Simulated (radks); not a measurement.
Q: Pd V, 42 electrons, occupied as [Kr] 4d6. Method: Dirac Kohn-Sham, LDA (Slater exchange, Perdew-Wang correlation), spin-unpolarised, spherical densities, finite nucleus; open shells are shared between the two j in proportion to 2j + 1; Fermi nuclear charge, rms radius 4.5318 fm; computed with a radial shooting solver on a logarithmic mesh with Libxc functionals.

Spin-orbit splittings of the eigenvalues, e(l+1/2) - e(l-1/2), with zeta = 2 splitting/(2l+1) and mean radii in bohr:

shell  occ.  splitting (eV)  zeta (eV)  <r> j=l-1/2  <r> j=l+1/2
2p        6               ?          ?       0.1172       0.1222
3p        6           27.77      18.51       0.3715       0.3824
3d       10           5.546      2.219       0.3556       0.3591
4p        6           4.760      3.173       0.9934        1.021
4d        6          0.6321     0.2528        1.245        1.256

Estimate the 2p splitting.

A: 159.1 eV (zeta = 106.1 eV).
